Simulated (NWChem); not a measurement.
System: C$_{2}$H$_{4}$N cation; SMILES CC#[NH+]

The following NWChem deck was run.

```
start job
memory heap 200 mb stack 900 mb global 1100 mb
charge 1
geometry units angstroms noautosym nocenter noautoz
  C     -0.000063    -1.265084    -0.000052
  C     -0.000136     0.165839    -0.000311
  N     -0.000180     1.311978    -0.000859
  H     -0.708650    -1.626166    -0.764217
  H     -0.307489    -1.626255     0.995663
  H      1.016039    -1.626079    -0.231670
  H     -0.000336     2.329171    -0.002272
end
basis spherical
  * library def2-svp
end
dft
  xc b3lyp
  iterations 150
  mulliken
end
task dft energy
esp
  recalculate
  probe 0.07
  range 0.3
  factor 1.0
  spacing 0.02
end
task esp
```

NWChem printed, in part:

```
             Northwest Computational Chemistry Package (NWChem) 7.3.0
             --------------------------------------------------------

                             Geometry "geometry" -> ""
                             -------------------------

 Output coordinates in angstroms (scale by  1.889725989 to convert to a.u.)

  No.       Tag          Charge          X              Y              Z
 ---- ---------------- ---------- -------------- -------------- --------------
    1 C                    6.0000    -0.00006300    -1.26508400    -0.00005200
    2 C                    6.0000    -0.00013600     0.16583900    -0.00031100
    3 N                    7.0000    -0.00018000     1.31197800    -0.00085900
    4 H                    1.0000    -0.70865000    -1.62616600    -0.76421700
    5 H                    1.0000    -0.30748900    -1.62625500     0.99566300
    6 H                    1.0000     1.01603900    -1.62607900    -0.23167000
    7 H                    1.0000    -0.00033600     2.32917100    -0.00227200

 Effective nuclear repulsion energy (a.u.)      65.3854725609

                                 NWChem DFT Module
                                 -----------------

 Summary of "ao basis" -> "ao basis" (spherical)
 ------------------------------------------------------------------------------
       Tag                 Description            Shells   Functions and Types
 ---------------- ------------------------------  ------  ---------------------
 C                          def2-svp                 6       14   3s2p1d
 N                          def2-svp                 6       14   3s2p1d
 H                          def2-svp                 3        5   2s1p

            General Information
            -------------------
          SCF calculation type: DFT
          Wavefunction type:  closed shell.
          No. of atoms     :     7
          No. of electrons :    22
           Alpha electrons :    11
            Beta electrons :    11
          Charge           :     1
          Spin multiplicity:     1
          Use of symmetry is: off; symmetry adaption is: off
          Maximum number of iterations: 150
          AO basis - number of functions:    62
                     number of shells:    30
          Convergence on energy requested:  1.00D-06
          Convergence on density requested:  1.00D-05
          Convergence on gradient requested:  5.00D-04

              XC Information
              --------------
                         B3LYP Method XC Potential
                     Hartree-Fock (Exact) Exchange  0.200
                        Slater Exchange Functional  0.800 local
                    Becke 1988 Exchange Functional  0.720 non-local
              Lee-Yang-Parr Correlation Functional  0.810
                  VWN I RPA Correlation Functional  0.190 local

             Grid Information
             ----------------
          Grid used for XC integration:  medium
          Radial quadrature: Mura-Knowles
          Angular quadrature: Lebedev.
          Tag              B.-S. Rad. Rad. Pts. Rad. Cut. Ang. Pts.
          ---              ---------- --------- --------- ---------
          C                   0.70       49          10.0       434
          N                   0.65       49           9.0       434
          H                   0.35       45          11.0       434
          Grid pruning is: on
          Number of quadrature shells:   327
          Spatial weights used:  Erf1

      Superposition of Atomic Density Guess
      -------------------------------------

 Sum of atomic energies:        -131.49091868

 Renormalizing density from      23.00 to     22

      Non-variational initial energy
      ------------------------------

 Total energy =    -129.114249
 1-e energy   =    -291.705112
 2-e energy   =      97.205391
 HOMO         =      -0.807277
 LUMO         =      -0.337418

     ---------------------------------------------
      Total Density - Mulliken Population Analysis
     ---------------------------------------------

[...]

                     NWChem Electrostatic Potential Fit Module
                     -----------------------------------------

 Atom parameters

 Number of atoms is                                    7
 Number of basis functions is                         62

 Grid parameters

 Maximum number of grid points is                  31909
 Number of grid points is                          31908
 Grid range                                     0.300000 nm
 Grid spacing                                   0.020000 nm
 Probe radius                                   0.070000 nm
 Atom radius factor                             1.000000

 Atomic radii

    1    0.100000
    6    0.147000
    7    0.140000
 FASTESP  F
  using M.O. file = ./job.movecs

    Atom              Coordinates                           Charge

                                                  ESP

    1 C    -0.000006   -0.126508   -0.000005   -0.317556
    2 C    -0.000014    0.016584   -0.000031    0.543565
    3 N    -0.000018    0.131198   -0.000086   -0.316053
    4 H    -0.070865   -0.162617   -0.076422    0.202971
    5 H    -0.030749   -0.162626    0.099566    0.202309
    6 H     0.101604   -0.162608   -0.023167    0.201703
    7 H    -0.000034    0.232917   -0.000227    0.483061
                                            ------------
                                                1.000000

 Dipole moment                                  0.205875

 Quadrupole moment Qxx                        -10.089398
                   Qyy                         20.171898
                   Qzz                        -10.082499

 RMS deviation kJ/mol                           0.035977

 RRMS %                                         1.477605
```

Level: B3LYP/def2-SVP. Geometry: optimised at PBE0/def2-SVP.
